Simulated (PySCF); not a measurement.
```xyz
3
charge 0 multiplicity 1, angstrom
Ir   -0.7828    0.0000   -0.3637
O    -2.4108    0.0000   -0.0366
I     1.4942    0.0000    0.5577
```

Computed with PySCF, PBE0, basis Ir def2-TZVP with ECP60, O def2-TZVP, I def2-TZVP with ECP28 (scalar-relativistic core potentials, no spin–orbit coupling, density fitting).

This geometry of IrOI is a stationary point at this level.

(1) What is the point group?

(2) Is it a minimum?

(3) Which band is strongest in the infrared?

(4) What is the atomisation energy, with and without zero-point energy?

Results:

(1) Cs.

(2) Yes: all harmonic wavenumbers are real.

(3) 1046 cm⁻¹ (a'), 133 km/mol.

(4) 721 kJ/mol without, 712 kJ/mol with.

Other isomers or separated fragments may lie lower. No spin–orbit coupling is included, which matters more the heavier the element.
